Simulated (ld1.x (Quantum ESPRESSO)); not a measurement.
# Before and after: TM potential for chlorine (Cl)

- Element: Cl (Z = 17)
- Generator: ld1.x (Quantum ESPRESSO) 7.5
- Type: norm-conserving Troullier–Martins (Kleinman–Bylander form)
- Functional: PBEsol
- Relativity: non-relativistic
- Frozen core: [Ne]
- Valence charge: 7
- Reference configuration: 3s2 3p5
- Partial waves: 3s (bound): rc 1.40 bohr; 3p (bound): rc 1.30 bohr; 3d channel at -0.15 Ry: rc 1.50 bohr
- Local potential: all-electron potential smoothed inside 1.00 bohr (lloc = -1)
- Core correction: a·sin(br)/r model core, default radius (core density twice the valence density)

Change: fully relativistic.

Cutoffs: the cutoffs (Ry, on a coarse ladder) from which the occupation-weighted sum of valence levels, in a spherical-Bessel basis at the reference potential, stays within 10 and 1 mRy of its value at 400 Ry; they do not see the model core or the augmentation charge, which bear on the density cutoff. Errors are all-electron minus pseudo energies relative to the spin-unpolarised reference configuration.

Problem. What does the change do?

Solution. The potential gets neither clearly harder nor softer (45 Ry and 70 Ry → 45 Ry and 70 Ry); the errors of the 7 common tests hardly move; neither file shows a bound ghost.

```csv
quantity,base,changed
"cutoff, loose",45 Ry,45 Ry
"cutoff, tight",70 Ry,70 Ry
bound ghosts,none,none
"error for 3s2 3p4, meV [ΔE 13.85 → 13.84 eV]",+6.4,+6.4
"error for 3s2 3p3, meV [ΔE 39.26 → 39.23 eV]",+40,+40
"error for 3s2 3p2, meV [ΔE 77.52 → 77.49 eV]",+130,+131
"error for 3s1 3p6, meV [ΔE 11.93 → 12.11 eV]",+0.1,-0.3
"error for 3s2 3p4.5, meV [ΔE 5.57 → 5.56 eV]",+1.2,+1.2
"error for 3s1 3p5, meV [ΔE 26.33 → 26.50 eV]",+9.3,+9.0
"error for 3s2 3p1, meV [ΔE 129.71 → 129.68 eV]",+316,+316
s: phases at 1.65 bohr within 0.05 rad from the reference energy up to (Ry; the scan ends near 5),2.0,2.0
```
